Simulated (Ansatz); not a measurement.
```yaml
crystal:
  periodic: [false, false, false]
  atoms:
    - {symbol: C, position_ang: [-0.920791, 1.101132, -0.946584]}
    - {symbol: Ga, position_ang: [0.776903, 0.166946, -0.507401]}
    - {symbol: C, position_ang: [0.886302, -1.134413, 0.968763]}
    - {symbol: H, position_ang: [-1.625891, 0.296744, -1.244042]}
    - {symbol: H, position_ang: [-0.759215, 1.985524, -1.828883]}
    - {symbol: H, position_ang: [-1.050567, 1.587979, -0.119766]}
    - {symbol: H, position_ang: [0.027991, -1.999489, 0.665590]}
    - {symbol: H, position_ang: [1.714308, -1.718740, 1.047622]}
    - {symbol: H, position_ang: [0.565915, -0.701646, 2.014829]}
basis:
  gaussian: {orbitals: "6-31G*"}
magnetization: {spin_polarized: true, initial_magnetization: 1}
hamiltonian: {xc: {name: SPW92}}
relax: {f_tol: 0.0001, max_steps: 3}
output: {forces: true}
```

```sh
$ ansatz run in.yaml --threads 4 --pin off --events-out ev --progress --plain --max-ram 10444MiB
```

Output, abridged:

```
Functional definition: SPW92
994 factors; their error is unknown
mean field evaluation 1: about -54421.8227 eV, gradient 5.7e1 eV
mean field evaluation 2: about -54388.0164 eV, gradient 8.9e1 eV
mean field evaluation 4: about -54435.7491 eV, gradient 1.2e1 eV
mean field evaluation 8: about -54436.4600 eV, gradient 2.4e-1 eV
mean field evaluation 16: about -54436.4199 eV, gradient 1.4e-4 eV
mean field -54436.41990510 eV, -2000.5015331819 hartree, gradient 3.3e-5 eV, S^2 0.750716; 0 other end points of the search recorded, 0 dependent functions left out
reference -54436.41994106 eV, -2000.5015345034 hartree; 25, 24 occupied and 52, 53 virtual orbitals, 994 factors
relax step   1: F+E_penalty+E_count = -54436.41990510 eV  Δ(F+E_penalty+E_count) = +0.000e0 eV  max|allowed force component| = 7.602e0 eV/Å  Δτ_max = 0.0000 Å  (29 SCF iters, accepted)
994 factors; their error is unknown
mean field -54437.64061549 eV, -2000.5463934611 hartree, gradient 2.4e-5 eV, S^2 0.750699; 0 other end points of the search recorded, 0 dependent functions left out
reference -54437.64065074 eV, -2000.5463947564 hartree; 25, 24 occupied and 52, 53 virtual orbitals, 994 factors
relax step   2: F+E_penalty+E_count = -54437.64061549 eV  Δ(F+E_penalty+E_count) = -1.221e0 eV  max|allowed force component| = 2.113e0 eV/Å  Δτ_max = 0.1816 Å  (29 SCF iters, accepted)
994 factors; their error is unknown
mean field evaluation 32: about -54437.7565 eV, gradient 9.4e-6 eV
mean field -54437.75646704 eV, -2000.5506509270 hartree, gradient 9.4e-6 eV, S^2 0.750686; 0 other end points of the search recorded, 0 dependent functions left out
reference -54437.75650226 eV, -2000.5506522213 hartree; 25, 24 occupied and 52, 53 virtual orbitals, 994 factors
relax step   3: F+E_penalty+E_count = -54437.75646704 eV  Δ(F+E_penalty+E_count) = -1.159e-1 eV  max|allowed force component| = 2.140e-1 eV/Å  Δτ_max = 0.0707 Å  (29 SCF iters, accepted)
Error: geometry relaxation did not converge after 3 steps: max|allowed force component| = 2.14e-1 eV/Å (threshold 1.0e-4). Raise `relax.max_steps` over both its present limit and 3, loosen `relax.f_tol`, or start from a geometry closer to equilibrium. Where this run's directory can be resumed (`checkpoint.write`), a resume goes on for up to `relax.max_steps` more
```

(1) Something in this input is off. What?

Answers

(1) The relaxation is allowed too few steps for its threshold. No converged result was reached.
